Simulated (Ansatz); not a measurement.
Relaxation of H4InNS (7 atoms, charge 0, multiplicity 1), to a largest force component of 0.015 eV/Å in at most 40 steps.

These are results of Ansatz 0.2.0, RHF/def2-SVP, not measurements.

```xyz
7
Properties=species:S:1:pos:R:3
N -0.680 0.206 -1.123
In 0.186 0.560 0.705
S 1.541 -1.322 1.332
H -1.206 -0.664 -1.124
H -1.320 0.927 -1.439
H 0.088 2.056 1.562
H 1.390 -1.763 0.088
```

Where does it end, and by what steps?

It converged. The force dipped under the threshold on the way, but the program's further checks kept it going. After 8 steps the energy has fallen by 0.156 eV; H4 moved furthest, 0.51 Å.

| step | energy less start (eV) | largest force component (eV/Å) | accepted |
| --- | --- | --- | --- |
| 0 | 0.0000 | 0.764 | yes |
| 1 | -0.0538 | 0.656 | yes |
| 2 | -0.0816 | 1.403 | yes |
| 3 | -0.1234 | 0.797 | yes |
| 4 | -0.1509 | 0.229 | yes |
| 5 | -0.1537 | 0.032 | yes |
| 6 | -0.1554 | 0.008 | yes |
| 7 | -0.1555 | 0.023 | yes |
| 8 | -0.1555 | 0.002 | yes |

```xyz
7
Properties=species:S:1:pos:R:3
N -0.913 0.267 -0.980
In 0.206 0.599 0.662
S 1.675 -1.220 1.312
H -0.898 -0.575 -1.523
H -1.561 0.925 -1.367
H 0.159 2.055 1.574
H 1.332 -2.050 0.322
```

Whether the end is a true minimum wasn't checked by a vibrational analysis.

Run time: 17 s on 1 thread of Arm Neoverse V1, with other jobs on the host, peak memory 0.15 GiB.
